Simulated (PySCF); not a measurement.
C₅H₁₃As.
Geometry (PBE0-D3(BJ)/def2-SVP, Å), atoms numbered from 1 in this order:
```
atom  x, y, z in Å
C1    -0.267   -1.281   -1.041
C2    -0.539   -0.155   -0.041
C3    -0.918   -0.751    1.317
C4    -1.702    0.701   -0.554
C5     0.695    0.752    0.095
As6    2.356   -0.167    0.691
H7     0.531   -1.954   -0.687
H8     0.041   -0.880   -2.020
H9    -1.168   -1.895   -1.195
H10   -0.109   -1.376    1.726
H11   -1.817   -1.380    1.230
H12   -1.132    0.043    2.051
H13   -1.921    1.530    0.138
H14   -2.618    0.099   -0.659
H15   -1.471    1.137   -1.539
H16    0.895    1.269   -0.855
H17    0.498    1.530    0.851
H18    3.199    1.104    0.665
H19    2.834   -0.570   -0.701
```

Level of theory: TDDFT wB97X-D/def2-SVPD, vertical, gas phase, core orbitals frozen in the response (PySCF). The wB97X-D/def2-SVPD calculation is non-relativistic and has no spin–orbit coupling, an omission that weighs most on arsenic.

Frontier orbitals with the atoms that hold most of them (Löwdin shares over 4%, at most four atoms; ? is withheld):

| orbital | ε (eV) | atoms |
| --- | --- | --- |
| LUMO+2 | 2.58 | As6 46%, H18 18%, C5 9%, H19 7% |
| LUMO+1 | 2.40 | As6 53%, H19 19%, H18 6%, C5 6% |
| LUMO | 1.89 | ? |
| HOMO | ? | ? |
| HOMO-1 | -10.57 | As6 23%, C5 21%, C2 15%, C4 13% |
| HOMO-2 | -10.98 | C2 18%, C1 17%, C5 15%, As6 10% |
| HOMO-3 | -11.20 | C3 24%, C2 23%, C4 10%, C1 8% |

(1) Give the leading atoms of the LUMO.

(2) Give the leading atoms of the HOMO.

(3) What is the HOMO energy, and the HOMO–LUMO gap?

Results:

(1) As6 (bonded to C and 2 H) 24%; C5 (bonded to As, C and 2 H) 10%; H18 (bonded to As) 8%; C3 (bonded to C and 3 H) 7%. By element: arsenic 24%, carbon 17% or more, hydrogen 8% or more.

(2) As6 (bonded to C and 2 H) 62%; C5 (bonded to As, C and 2 H) 14%; H19 (bonded to As) 7%; H18 (bonded to As) 7%. By element: arsenic 62%, carbon 14% or more, hydrogen 14% or more.

(3) ε(HOMO) = -8.86 eV; the gap is 10.75 eV (0.3950 hartree).

Task: How does S1 compare with the orbital gap of 10.75 eV?

Result: S1 is at 6.46 eV (f = 0.086), 4.29 eV below the gap, made of HOMO→LUMO (81%), HOMO→LUMO+3 (12%). Without the coupling terms of the response equations the lowest excitation would equal the gap.

Task: One configuration dominates each of S1 and S2. Which, and how do the shares of the two leading atoms of either orbital change from the occupied to the empty one?

Result: 
- S1 (6.46 eV, f 0.086), HOMO→LUMO (81%): As6 62% → 24%, C5 14% → 10%
- S2 (6.68 eV, f 0.090), HOMO→LUMO+1 (88%): As6 62% → 53%, C5 14% → 6%, H19 7% → 19%

One conformer stands for the species.
